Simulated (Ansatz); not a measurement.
Reaction (SMILES): [B]=N (B-NH) → [B-]=N (closed-shell singlet) (an electron is taken up)
B3LYP-D3(BJ)/def2-TZVP geometries, fixed; electronic energies without zero-point terms; positive where energy is released.

Basis-set convergence of the adiabatic electron affinity at B3LYP with Ansatz (an electronic-structure program). Cartesian d functions, on some or all atoms, in 6-31G*, 6-31+G*; all else is spherical. The program fits the integrals of some runs and decomposes those of others, by size. Open shells are unrestricted. No added dispersion term, no relativity. Functions are those of the species that has most. Reference: the value in aug-pcseg-3, 1.831 eV, itself unsure by roughly 0.004 eV (its mean distance from aug-cc-pVQZ, def2-QZVPPD). Deviations are taken from unrounded values.

| basis | functions | adiabatic electron affinity (eV) |
|---|---|---|
| 6-31G* | 32 | 0.658 |
| 6-31+G* | 40 | 1.815 |
| cc-pVDZ | 33 | 1.137 |
| aug-cc-pVDZ | 55 | 1.856 |
| def2-SVP | 33 | 1.210 |
| def2-SVPD | 48 | 1.711 |
| pcseg-1 | 33 | 1.320 |
| aug-pcseg-1 | 55 | 1.851 |
| 6-311G** | 42 | 1.307 |
| 6-311+G** | 50 | 1.826 |
| def2-TZVP | 68 | 1.693 |
| def2-TZVPD | 83 | 1.811 |
| cc-pVTZ | 74 | 1.524 |
| aug-cc-pVTZ | 115 | 1.838 |
| pcseg-2 | 74 | 1.725 |
| aug-pcseg-2 | 115 | 1.828 |
| def2-TZVPP | 76 | 1.696 |
| def2-TZVPPD | 91 | 1.811 |
| cc-pVQZ | 140 | 1.665 |
| aug-cc-pVQZ | 206 | 1.830 |
| def2-QZVPP | 144 | 1.742 |
| def2-QZVPPD | 159 | 1.823 |
| pcseg-3 | 153 | 1.791 |
| aug-pcseg-3 | 219 | 1.831 |

What the diffuse functions change, pair by pair:
- 6-31G* to 6-31+G*: 8 more functions, deviation -1.173 to -0.016 eV
- cc-pVDZ to aug-cc-pVDZ: 22 more functions, deviation -0.693 to 0.026 eV
- def2-SVP to def2-SVPD: 15 more functions, deviation -0.621 to -0.120 eV
- pcseg-1 to aug-pcseg-1: 22 more functions, deviation -0.511 to 0.020 eV
- 6-311G** to 6-311+G**: 8 more functions, deviation -0.524 to -0.005 eV
- def2-TZVP to def2-TZVPD: 15 more functions, deviation -0.138 to -0.020 eV
- cc-pVTZ to aug-cc-pVTZ: 41 more functions, deviation -0.306 to 0.007 eV
- pcseg-2 to aug-pcseg-2: 41 more functions, deviation -0.105 to -0.003 eV
- def2-TZVPP to def2-TZVPPD: 15 more functions, deviation -0.135 to -0.020 eV
- cc-pVQZ to aug-cc-pVQZ: 66 more functions, deviation -0.166 to 0.000 eV
- def2-QZVPP to def2-QZVPPD: 15 more functions, deviation -0.089 to -0.008 eV
- pcseg-3 to aug-pcseg-3: 66 more functions, deviation -0.040 to 0.000 eV

Leaving out the reference's own pair, they bring the value nearer the reference by more than 0.004 eV in 11 of 11 pairs.
